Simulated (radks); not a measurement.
Q: Species: Ge+. Configuration: [Ar] 3d10 4s2 4p1. All-electron calculation, non-relativistic Kohn-Sham, LDA (Slater exchange, VWN5 correlation), spin-polarised, spherical densities, point nucleus; open shells are filled with parallel spins first; hard spherical wall at 5 bohr. Program: a radial shooting solver on a logarithmic mesh with Libxc functionals. Some entries of the table are withheld. Estimate them.

orbital,occ.,eigenvalue (eV),<1/r> (bohr^-1),<r^2> (bohr^2)
1s up,1,-10791.80,31.46,0.003076
1s down,1,-10791.75,31.46,0.003076
2s up,1,-1342.937,6.908,0.05405
2s down,1,-1342.916,6.907,0.05405
2p up,3,-1197.773,6.887,0.04207
2p down,3,-1197.737,6.886,0.04207
3s up,1,-170.3158,2.230,0.4675
3s down,1,-170.2604,2.230,0.4672
3p up,3,-122.2494,2.109,0.5019
3p down,3,-122.1827,2.110,0.5013
3d up,5,-38.5261,1.786,0.6908
3d down,5,-38.4037,1.790,0.6837
4s up,1,-19.3664,0.6433,4.578
4s down,1,-18.4830,0.6461,4.566
4p up,1,-10.7271,0.5457,5.972
4p down,0,-9.8150,0.5459,5.993
4d up,0,1.3436,0.4411,8.671
4d down,0,2.1799,0.4371,8.750
5s up,0,5.1671,0.4701,(1)
5s down,0,5.7726,0.4690,(2)
5p up,0,11.4186,0.4928,10.02
5p down,0,12.0190,0.4936,10.03

A: 
(1) 5s up <r^2> (bohr^2): 10.22
(2) 5s down <r^2> (bohr^2): 10.26
